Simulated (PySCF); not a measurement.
C₅H₈NO (doublet state).
SMILES with atom numbers: `[CH:1]1[CH2:2][CH:3]=[N:4][CH2:5][O:6][CH2:7]1` (hydrogens: H8 on C1; H9, H10 on C2; H11 on C3; H12, H13 on C5; H14, H15 on C7)

Structure used (GFN2-xTB), in Å, numbered top down from 1:
```
atom  x, y, z in Å
C1    -1.0443   -0.8292   -0.3128
C2    -1.3767    0.4089    0.4158
C3    -0.5009    1.5243   -0.1491
N4     0.7399    1.5193   -0.3103
C5     1.6137    0.4423    0.0240
O6     1.1198   -0.6547    0.7463
C7     0.2417   -1.4975    0.0210
H8    -1.5239   -1.0464   -1.2514
H9    -2.4263    0.6789    0.3066
H10   -1.1269    0.3017    1.4763
H11   -1.0176    2.4139   -0.4936
H12    2.0603    0.1102   -0.9308
H13    2.4134    0.8657    0.6430
H14    0.0859   -2.3608    0.6860
H15    0.7376   -1.8686   -0.8928
```

Theory: UKS B3LYP, pcH-1 on C H N O, non-relativistic, mean-field spin-orbit, GIAO (PySCF). Geometry: GFN2-xTB, one conformer, isolated molecule. Couplings are sensitive to structure, and on GFN2-xTB geometries they can be far from those on DFT ones. The SCF solution wasn't tested for stability.

(1) Match the computed a_iso(1H) values +88.4, -53.8, +33.6, +13.8, +2.0 MHz (means over equivalent nuclei) with the sites H8; H9/H10; H11; H12/H13; H14/H15.

Answers

(1) 
```json
{"site": "H8", "a_iso (MHz)": "-53.8", "ρ(0) (bohr⁻³)": "-0.0120", "position": "α, 1 bond from C1", "distance from C1 (Å)": "1.08", "bound to": "C1", "spin population there": "+1.01", "largest |T| (MHz)": "38.3"}
{"site": "H9/H10", "a_iso (MHz)": "+33.6", "ρ(0) (bohr⁻³)": "+0.0075", "position": "β, 2 bonds from C1", "distance from C1 (Å)": "2.13", "bound to": "C2", "spin population there": "-0.08", "largest |T| (MHz)": "9.1"}
{"site": "H11", "a_iso (MHz)": "+13.8", "ρ(0) (bohr⁻³)": "+0.0031", "position": "γ, 3 bonds from C1", "distance from C1 (Å)": "3.25", "bound to": "C3", "spin population there": "+0.03", "largest |T| (MHz)": "5.2"}
{"site": "H12/H13", "a_iso (MHz)": "+2.0", "ρ(0) (bohr⁻³)": "+0.0005", "position": "4 bonds from C1", "distance from C1 (Å)": "3.63", "bound to": "C5", "spin population there": "0.00", "largest |T| (MHz)": "3.2"}
{"site": "H14/H15", "a_iso (MHz)": "+88.4", "ρ(0) (bohr⁻³)": "+0.0198", "position": "β, 2 bonds from C1", "distance from C1 (Å)": "2.15", "bound to": "C7", "spin population there": "-0.07", "largest |T| (MHz)": "9.1"}
```

ρ(0) is the spin density at the nucleus and T the dipolar tensor; entries for several nuclei are means. The largest Mulliken spin populations are on C1 (+1.01), C2 (-0.08) and C7 (-0.07). C1 is the only atom above +0.15. The angles at C1 add up to 356.8°, so it is nearly planar; its axial dipolar tensor and the negative coupling of its proton fit spin in a p orbital normal to that plane.

Nuclei that the bonding pattern makes equivalent are averaged, as if the motion that swaps them (rotation, inversion, ring flip) were fast. The 1H value of +88.4 MHz is a mean of couplings from 58.7 to 118.1 MHz in this one geometry, not an average over conformers. The 1H value of +33.6 MHz is a mean of couplings from 20.9 to 46.3 MHz in this one geometry, not an average over conformers.

The run took 58 s (grids of density and orbitals included) on one thread, Arm Neoverse V2 (aarch64), no GPU, shared host with 96 logical CPUs at a one-minute load of 88, and the process peaked at 0.96 GiB of memory.
